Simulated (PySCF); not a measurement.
Orbital levels and atomic charges

System: Si8H20N12 (silsesquioxane type).

Cartesian coordinates (Å):
```
  1 Si    2.279    0.000    1.610
  2 Si    0.000    2.278    1.611
  3 Si   -2.279    0.000    1.611
  4 Si    0.000   -2.278    1.611
  5 Si    2.278    0.001   -1.611
  6 Si   -0.001    2.279   -1.611
  7 Si   -2.278    0.000   -1.611
  8 Si    0.001   -2.278   -1.611
  9 N     1.454    1.453    2.054
 10 H     1.955    1.954    2.768
 11 N    -1.454    1.454    2.055
 12 H    -1.956    1.956    2.766
 13 N     1.453   -1.453    2.057
 14 H     1.958   -1.958    2.764
 15 N    -1.454   -1.454    2.056
 16 H    -1.955   -1.954    2.769
 17 N     2.908    0.000   -0.001
 18 H     3.913   -0.004   -0.001
 19 N    -0.001    2.908    0.000
 20 H     0.003    3.913    0.001
 21 N     1.453    1.454   -2.055
 22 H     1.955    1.957   -2.766
 23 N    -2.907    0.001    0.000
 24 H    -3.912   -0.005    0.000
 25 N    -1.455    1.455   -2.056
 26 H    -1.959    1.958   -2.765
 27 N     0.001   -2.906    0.000
 28 H     0.000   -3.911    0.000
 29 N     1.454   -1.453   -2.056
 30 H     1.958   -1.957   -2.764
 31 N    -1.452   -1.452   -2.056
 32 H    -1.956   -1.956   -2.766
 33 H     3.488   -0.001    2.465
 34 H     0.001    3.486    2.468
 35 H    -3.488    0.001    2.465
 36 H     0.000   -3.488    2.465
 37 H     3.486    0.001   -2.468
 38 H     0.000    3.488   -2.467
 39 H    -3.488   -0.003   -2.466
 40 H    -0.002   -3.487   -2.466
```

Method: CAM-B3LYP/6-31G*, gas phase, PySCF, fitting set def2-universal-JFIT up to Ne and JKFIT beyond, grid level 1.

Problem. Give the orbital energies near the gap.

Solution. 
| orbital | eV |
| --- | --- |
| HOMO-4 | -8.45 |
| HOMO-3 | -7.95 |
| HOMO-2 | -7.95 |
| HOMO-1 | -7.95 |
| HOMO | -6.88 |
| LUMO | 0.10 |
| LUMO+1 | 2.59 |
| LUMO+2 | 2.59 |
| LUMO+3 | 2.59 |

Problem. Give the partial charges of the non-hydrogen atoms.

Solution. 
| atom | Mulliken | IAO | Hirshfeld |
| --- | --- | --- | --- |
| Si1 | 0.83 | 1.20 | 0.43 |
| Si2 | 0.83 | 1.20 | 0.43 |
| Si3 | 0.83 | 1.20 | 0.43 |
| Si4 | 0.83 | 1.20 | 0.43 |
| Si5 | 0.83 | 1.20 | 0.43 |
| Si6 | 0.83 | 1.20 | 0.43 |
| Si7 | 0.83 | 1.20 | 0.43 |
| Si8 | 0.82 | 1.20 | 0.43 |
| N9 | -0.82 | -0.96 | -0.34 |
| N11 | -0.82 | -0.96 | -0.34 |
| N13 | -0.82 | -0.96 | -0.34 |
| N15 | -0.82 | -0.96 | -0.34 |
| N17 | -0.82 | -0.96 | -0.34 |
| N19 | -0.82 | -0.96 | -0.34 |
| N21 | -0.82 | -0.96 | -0.34 |
| N23 | -0.82 | -0.96 | -0.34 |
| N25 | -0.82 | -0.96 | -0.34 |
| N27 | -0.82 | -0.96 | -0.34 |
| N29 | -0.82 | -0.96 | -0.34 |
| N31 | -0.82 | -0.96 | -0.34 |
